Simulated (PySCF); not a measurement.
C4H10GeSSi2, SMILES [GeH3][SiH2][SiH2]c1cccs1 (GFN2-xTB optimised geometry):

```
18

Ge     1.175    -3.024     2.769
Si    -1.087    -2.981     2.155
Si    -1.402    -1.966     0.087
C     -0.240    -0.495     0.000
C      1.125    -0.495     0.000
C      1.696     0.794     0.000
C      0.756     1.774     0.008
S     -0.838     1.133     0.011
H      1.790    -1.686     3.056
H      1.529    -3.824     3.991
H      2.097    -3.598     1.729
H     -1.823    -2.308     3.234
H     -1.586    -4.363     2.154
H     -2.755    -1.453    -0.147
H     -1.063    -2.836    -1.050
H      1.707    -1.402    -0.010
H      2.755     0.982    -0.004
H      0.896     2.836     0.011
```

Calculation: PBE/def2-SVP (PySCF).

### Question
What are the frontier orbital energies and the dipole moment?

### Answer
HOMO-2 -7.25 eV, HOMO-1 -6.29 eV, HOMO -5.86 eV, LUMO -1.56 eV, LUMO+1 -1.08 eV; dipole moment 0.58 D.

Meta-Löwdin charges at PBE/def2-SVP: Ge1 0.07, Si2 0.11, Si3 0.35, C4 -0.33, C5 -0.13, C6 -0.13, C7 -0.23, S8 0.27, H9 -0.03, H10 -0.03, H11 -0.04, H12 -0.05, H13 -0.06, H14 -0.07, H15 -0.07, H16 0.11, H17 0.12, H18 0.13.
